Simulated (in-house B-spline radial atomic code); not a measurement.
Settings and results of a run for Si8+. Level of theory: non-relativistic PW91, spin-polarised, spherical fractional occupations, point nucleus; calculated with a B-spline radial code for spherical atoms.

Command:
```bash
python run_scf.py task.json out
```
Settings:
```
Z                14
configuration    [He] 2s2 2p2
hamiltonian      nr
method           pw91,pw91
spin_polarised   True
```

Output (hartree, bohr):
```
 radial grid: 38 intervals, B-splines of order 8, outer radius 4.5977 bohr

 iter        energy (Eh)    residual
    1        -249.571796    5.72e-01
    2        -251.549919    8.18e-02
    3        -251.580442    3.56e-02
    4        -251.586190    1.55e-02
    5        -251.587474    1.86e-03
    6        -251.587500    3.01e-05
    7        -251.587500    4.90e-07
    8        -251.587500    1.41e-08

 total energy                      -251.58750
 kinetic                             251.4102
 electron-nucleus                   -542.2015
 Hartree                              53.3023
 exchange-correlation                -14.0986

 orbital      occ     eigenvalue          <r>       <r^2>       <1/r>     <1/r^3>       r_max
 1s up      1.000       -76.0485     0.111338   0.0166567     13.5926           -     0.07294
 1s down    1.000       -75.8633     0.111073   0.0165705     13.6172           -     0.07286
 2s up      1.000       -13.3107     0.503536    0.297771     2.92556           -      0.4244
 2s down    1.000       -12.9388     0.509262     0.30482     2.88415           -      0.4274
 2p up      2.000       -12.0649     0.446077    0.242423     2.85459     67.0181       0.347
```

Run time, properties included: 0.04 s on 1 thread of Arm Neoverse V2, with other jobs on the host.
